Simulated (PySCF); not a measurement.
# V₂O: fields on a plane

All numbers come from UB3LYP in PySCF with O def2-SVP, V def2-SVP; no relativity; density-fitted integrals.

The septet minimum has O–V 1.801 Å (×2), V–V 2.636 Å; O–V–V 42.9° (×2), V–O–V 94.1°.

The plane holds O1 at (0.00, 0.00), V2 at (1.80, 0.00), V3 at (-0.13, 1.80) Å. Columns run from x = -2.25 to 4.05 Å, rows from y = 4.05 (top) to -1.95 Å, in steps of 0.3 Å. Other isomers or separated fragments may lie lower.

Problem. Give the electron density (e/Å³) (cut at 5 e/Å³). Lower edges of the bins (e/Å³): '_' 0.000, '.' 0.030, ':' 0.076, '-' 0.151, '=' 0.268, '+' 0.455, '*' 0.750, '#' 1.218, '%' 1.960, '@' 3.136; top 5.00, each point printed twice.

Solution. 
```
____________________________________________
____________________________________________
____________________________________________
________................____________________
______....::------::::....__________________
______..--==**##**++--::....________________
____..::==##@@@@@@##==::::....______________
____..::==%%@@@@@@@@++--::::....____________
______::==%%@@@@@@@@++--::::::....__________
______..==##@@@@@@##==----::::::....________
______..--++**##**++==----====--::....______
______..::==++****++====++**##++==::..______
______..--++##@@@@##++**@@@@@@@@++::..______
______..--**@@@@@@@@**##@@@@@@@@**--..______
______..--**@@@@@@@@**##@@@@@@@@##--..______
______..::++##@@@@##++**@@@@@@@@++--..______
________..--++****++====++##**++==::..______
__________..::------::::::------::..________
____________........................________
____________________________________________
____________________________________________
```

Problem. Give the highest occupied orbital (Å^-3/2) at -3.95 eV (cut at ±0.3; overall sign arbitrary). Lower edges of the bins (Å^-3/2): '_' -0.300, '.' -0.247, ':' -0.194, '-' -0.142, '=' -0.089, '+' -0.036, '*' 0.017, '#' 0.070, '%' 0.122, '@' 0.175; top 0.23, each point printed twice.

Solution. 
```
**********************************++++++++++
**************########****************++++++
********##################**************++++
******######################**************++
****########******####%%######**************
**######%%##++--==**%%%%%%######************
**####%%%%##--____**%%@@%%%%%%####**********
**####%%@@%%**--::##@@@@@@%%%%%%####********
**####%%%%%%**..++%%@@@@@@@@%%%%%%####******
****######**--__::##@@@@@@@@@@%%%%######****
******##****==--==**%%@@@@@@@@%%%%######****
**********++======++##%%@@@@%%############**
**********++==----==++****##++--++**######**
**********++++==..--==--__**..__--**######**
**********++++##==--==--__--**__==**######**
****************++========##%%****######****
****************++++++**##%%@@%%########****
++**********************##%%%%%%%%######****
++++********************####%%########******
++++++******************############********
++++++++************************************
```

Other spin states or occupations of the open shell can lie lower.
